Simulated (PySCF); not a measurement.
SMILES C[Si]([SiH2]Cl)(C)C, GFN2-xTB optimised geometry.

```
17

C     -0.61    -1.90    -1.56
Si     0.00    -0.98     0.00
C      1.91    -0.98     0.00
C     -0.60    -1.96     1.53
Si    -0.86     1.19     0.00
Cl    -0.10     2.24     1.57
H     -0.27    -1.40    -2.47
H     -0.23    -2.91    -1.60
H     -1.69    -1.95    -1.60
H      2.30    -0.45     0.87
H      2.30    -0.49    -0.89
H      2.31    -1.99     0.02
H     -0.29    -1.47     2.45
H     -1.68    -2.04     1.55
H     -0.20    -2.97     1.55
H     -0.53     1.99    -1.18
H     -2.31     1.29     0.15
```

Density from CAM-B3LYP/def2-SVP (PySCF) at that geometry.

Minimum of the electron density along straight lines between bonded atoms, close to the bond critical point (lines longer than 1.1 times the sum of covalent radii, or with two minima, are not listed):

| bond | length / Å | ρ at the minimum / e bohr⁻³ | ∇²ρ there / e bohr⁻⁵ | position (fraction from the first atom) |
|---|---|---|---|---|
| C1–Si2 | 1.910 | 0.109 | 0.31 | 0.62 |
| Si2–C3 | 1.913 | 0.109 | 0.30 | 0.38 |
| Si2–C4 | 1.913 | 0.109 | 0.30 | 0.38 |
| Si5–Cl6 | 2.034 | 0.094 | 0.31 | 0.37 |
| C1–H7 | 1.086 | 0.272 | -0.98 | 0.63 |
| C1–H8 | 1.086 | 0.272 | -0.98 | 0.63 |
| C1–H9 | 1.086 | 0.272 | -0.98 | 0.63 |
| C3–H10 | 1.086 | 0.273 | -0.99 | 0.63 |
| C3–H11 | 1.086 | 0.272 | -0.98 | 0.63 |
| C3–H12 | 1.087 | 0.271 | -0.98 | 0.63 |
| C4–H13 | 1.086 | 0.272 | -0.99 | 0.63 |
| C4–H14 | 1.086 | 0.272 | -0.98 | 0.63 |
| C4–H15 | 1.087 | 0.271 | -0.98 | 0.63 |
| Si5–H16 | 1.467 | 0.118 | 0.33 | 0.49 |
| Si5–H17 | 1.467 | 0.118 | 0.33 | 0.49 |
